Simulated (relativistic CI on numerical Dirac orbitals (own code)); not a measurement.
**Tm²⁺: 4p photoemission**

Computed with this model: Dirac-Coulomb-Breit CI, separate exchange-only KLI orbitals for each configuration, QED by a radiative potential, valence Slater integrals scaled by 0.7, multiplet model of photoemission in the sudden approximation; configurations [Xe] 4f13 → [Ar] 3d10 4s2 4p5 4d10 4f13 5s2 5p6; 80 K; Lorentzian 2.5 eV and Gaussian 0.7 eV FWHM. Energies are those of the free ion, without screening or charge transfer. The energies are binding energies and can lie tens of eV above those of solids. S is read from ⟨S²⟩ = S(S + 1).

free ion: ground-state S = 0.50, centroid 369.81 eV. Peaks (eV, height): 353.2 (100), 357.2 (39), 401.2 (61).

Strongest unbroadened transitions for free ion:

```tsv
Energy (eV)	Relative strength
352.94	100.0
353.30	43.6
354.37	15.4
355.50	1.2
357.25	30.8
357.49	14.2
400.41	0.1
400.77	44.8
401.66	57.5
403.36	0.1
```
